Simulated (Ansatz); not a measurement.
System: TiO₂, net charge 0, singlet state. SMILES: [O]=[Ti]=[O]
Structure (B3LYP-D3(BJ)/def2-TZVP (Ansatz, a first-principles code) minimum search):
```
Ti
O 1 1.6409
O 1 1.6409 2 111.96
```

Wanted: vertical electron affinity to the doublet, in eV. Terms: dispersion terms only where a functional's name holds one; valence correlation only (noble-gas shells and the d and f shells of earlier blocks); non-relativistic; no spin-orbit coupling; six Cartesian d functions in 6-31G* and its kin unless marked 5d; open shells spin-unrestricted; LANL2DZ with its own core potentials from Na on; each state is the SCF solution reached for its charge and spin. First-principles rows: single points at B3LYP-D3(BJ) geometries (Ansatz).

```tsv
level	program	vertical electron affinity to the doublet (eV)
HF/6-31G*	Ansatz	1.34
HF/6-31G* with LANL2DZ past Ar	Ansatz	1.51
PBE/6-31G*	Ansatz	1.11
PBE/6-31G* with LANL2DZ past Ar	Ansatz	1.23
B3LYP/STO-3G	Ansatz	-2.23
B3LYP/6-31G*	Ansatz	1.29
B3LYP/6-31G* with LANL2DZ past Ar	Ansatz	1.43
MP2/6-31G*	Ansatz	0.70
MP2/6-31G* with LANL2DZ past Ar	Ansatz	0.74
B3LYP/def2-TZVPD	Ansatz	1.60
```

No value to compare with is used here. The 9 habitual levels span -2.23 (B3LYP/STO-3G) to 1.51 eV (HF/6-31G* with LANL2DZ past Ar); B3LYP/def2-TZVPD gives 1.60.

The levels are drawn from those run, B3LYP/6-31G* more often than the rest, none by its result; left out are runs that failed, that the program found above a lower state of the same kind, or whose <S^2> lies over 0.5 above the pure value.
